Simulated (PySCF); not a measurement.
## Energy of Re⁺ (rhenium, charge +1) between two integer charges

The 6s alpha orbital of [Xe] 4f14 5d5 6s1 is emptied in steps (occupation f), with all orbitals relaxed, ending at [Xe] 4f14 5d5. Computed with PySCF 2.14 in aug-cc-pVTZ-PP with ECP60MDF (6s6p5d3f2g, 88 functions), with a scalar-relativistic core potential. The exact energy is a straight line in f; departures are measured from the line between the end points of the same method.

```
  f  UHF (eV)  LDA (eV)  PBE (eV)
  1     0.000     0.000     0.000
0.8     0.048    -0.587    -0.580
0.6     0.071    -0.883    -0.874
0.4     0.069    -0.885    -0.878
0.2     0.045    -0.592    -0.587
  0     0.000     0.000     0.000
```

```json
{"method": "UHF", "E(f=0) − E(f=1) (eV)": "15.728", "−ε at f=1 (eV)": "16.034", "−ε at f=0.4 (eV)": "15.664"}
{"method": "LDA", "E(f=0) − E(f=1) (eV)": "17.373", "−ε at f=1 (eV)": "13.720", "−ε at f=0.4 (eV)": "18.099"}
{"method": "PBE", "E(f=0) − E(f=1) (eV)": "17.078", "−ε at f=1 (eV)": "13.466", "−ε at f=0.4 (eV)": "17.792"}
```

Orbital energy along the path (eV):

| f | UHF | LDA | PBE |
| --- | --- | --- | --- |
| 1 | -16.034 | -13.720 | -13.466 |
| 0.8 | -15.903 | -15.163 | -14.889 |
| 0.6 | -15.780 | -16.624 | -16.332 |
| 0.4 | -15.664 | -18.099 | -17.792 |
| 0.2 | -15.554 | -19.586 | -19.269 |
| 0 | -15.449 | -21.079 | -20.764 |

Reference removal energy between the ground levels: 16.6 ± 0.5 eV (semi-empirical (NIST evaluation); NIST Atomic Spectra Database, ionization energies). UHF lacks correlation.
